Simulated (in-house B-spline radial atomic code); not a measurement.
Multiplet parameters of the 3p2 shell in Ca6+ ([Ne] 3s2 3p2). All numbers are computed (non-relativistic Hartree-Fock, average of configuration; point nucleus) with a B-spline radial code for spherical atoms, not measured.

Slater integrals: F^2 = 93060 cm⁻¹. Central-field spin-orbit parameter ζ(3p) = 2669 cm⁻¹ (bare central field on non-relativistic orbitals, without two-electron terms: too large for light atoms, too small for heavy ones).

With F₂ = F^2/25 = 3722 cm⁻¹:

(1) Where do the terms lie in LS coupling, without spin-orbit interaction?

(2) How far can these numbers be trusted?

## Answers

(1) In cm⁻¹ above the Hund's-rule term:
| term | expression | energy |
| --- | --- | --- |
| 3P | 0 F₂ | 0 |
| 1D | 6 F₂ | 22334 |
| 1S | 15 F₂ | 55836 |

(2) Unscaled Hartree-Fock integrals overestimate measured term splittings, because correlation screens the repulsion; fits to spectra scale them down, most for low charges. Here ζ is 0.72 times F₂, so LS coupling is a fair start, though levels of equal J in close terms still mix.
